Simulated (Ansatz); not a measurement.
Bond stretch in SiH (cation, charge +1), singlet.

Computed with: RHF/aug-cc-pVTZ (Ansatz, a program for electronic structure); RMP2 = MP2 on RHF/aug-cc-pVTZ, frozen core (Ansatz); UHF/aug-cc-pVTZ (Ansatz); UCCSD = Ansatz with CCSD on UHF/aug-cc-pVTZ, frozen core; UCCSD(T) = CCSD(T) on UHF/aug-cc-pVTZ, frozen core run with Ansatz; RKS-B3LYP = restricted B3LYP/aug-cc-pVTZ (Ansatz); UKS-B3LYP = Ansatz with unrestricted B3LYP/aug-cc-pVTZ; RKS-PBE = restricted PBE/aug-cc-pVTZ (Ansatz); UKS-PBE = unrestricted PBE/aug-cc-pVTZ run with Ansatz; FCI = full CI/aug-cc-pVTZ, frozen core (Ansatz).

All curves are set to zero at 1.52 Å and compared with full CI in the same basis at 1.52, 1.58, 1.61, 1.65, 1.77, 1.86, 2.07, 2.30, 2.54, 2.71, 3.06, 3.32, 3.77, 4.12, 4.58, 5.35, 6.10 Å.

### Question
Order the methods by the spread of their error (largest minus smallest) over these points.

### Answer
UKS-B3LYP has the smallest spread and RHF the largest. In order (kcal/mol): UKS-B3LYP 4.00, UKS-PBE 4.69, UCCSD(T) 5.40, UCCSD 5.47, UHF 27.84, RKS-PBE 31.42, RMP2 32.59, RKS-B3LYP 42.29, RHF 93.36.

Errors against full CI at some of the points (kcal/mol):

| method | 1.86 Å | 2.30 Å | 3.06 Å | 3.77 Å | 6.10 Å |
|---|---|---|---|---|---|
| UKS-B3LYP | -0.5 | 1.5 | 1.1 | -0.7 | -0.5 |
| UKS-PBE | -2.5 | -2.5 | -1.5 | -4.0 | -4.5 |
| UCCSD(T) | 0.1 | 1.0 | 5.3 | 0.6 | -0.1 |
| UCCSD | 0.4 | 2.5 | 5.0 | 0.3 | -0.4 |
| UHF | 3.1 | 2.8 | -15.6 | -20.9 | -21.8 |
| RKS-PBE | -2.5 | -2.5 | 7.9 | 19.6 | 28.3 |
| RMP2 | 1.8 | 6.8 | 21.6 | 30.7 | -1.7 |
| RKS-B3LYP | -0.5 | 1.5 | 14.8 | 28.8 | 41.8 |
| RHF | 3.1 | 11.4 | 37.0 | 61.4 | 93.4 |

The restricted form behind RHF, RMP2, RKS-B3LYP, RKS-PBE keeps the bonding electrons paired and can't separate into open-shell fragments. The T1 diagnostic of CCSD on the restricted reference of RMP2 exceeds 0.045 at 3.06 to 6.10 Å. The unrestricted determinant behind UHF, UCCSD, UCCSD(T) is spin-contaminated at 1.24 to 1.65, 2.07 to 6.10 Å (<S²> up to 1.0, against 0.00 for a pure singlet). The unrestricted determinant behind UKS-B3LYP, UKS-PBE is spin-contaminated at 2.54 to 6.10 Å (<S²> up to 1.0, against 0.00 for a pure singlet). The unrestricted solution behind UKS-PBE changes between 2.71 and 3.06 Å, which can leave a kink.
